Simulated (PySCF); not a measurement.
**Radial density of Os (osmium, neutral)**

UHF, [Xe] 4f14 5d6 6s2, high-spin 5D determinant. Computed with PySCF 2.14 in cc-pVTZ-PP with ECP60MDF (5s5p4d2f1g, 63 functions), with a scalar-relativistic core potential. This is the valence pseudo-density: the core potential removes the inner electrons and smooths the orbitals near the nucleus.

| r (bohr) | 4πr²ρ (e/bohr) | 4πr²(ρα − ρβ) |
| --- | --- | --- |
| 0.134 | 1.712e-05 | 0.0000 |
| 0.225 | 0.0007131 | 0.0001 |
| 0.379 | 0.07540 | 0.0057 |
| 0.638 | 3.958 | 0.2565 |
| 1.07 | 12.84 | 2.2842 |
| 1.80 | 5.230 | 2.2681 |
| 3.04 | 1.334 | 0.3795 |
| 5.11 | 0.1814 | -0.0294 |
| 8.59 | 0.003725 | -0.0014 |

Energies and moments cover only the electrons outside the core potential. Spin-orbit coupling, absent here, splits the open shell strongly.

**Question.** Where is the radial spin density 4πr²(ρα − ρβ) most negative, and why is it negative at all?

**Answer.** Around r = 5.11 bohr, down to -0.0294 e/bohr: exchange with the open shell polarises the paired shells in an unrestricted calculation.
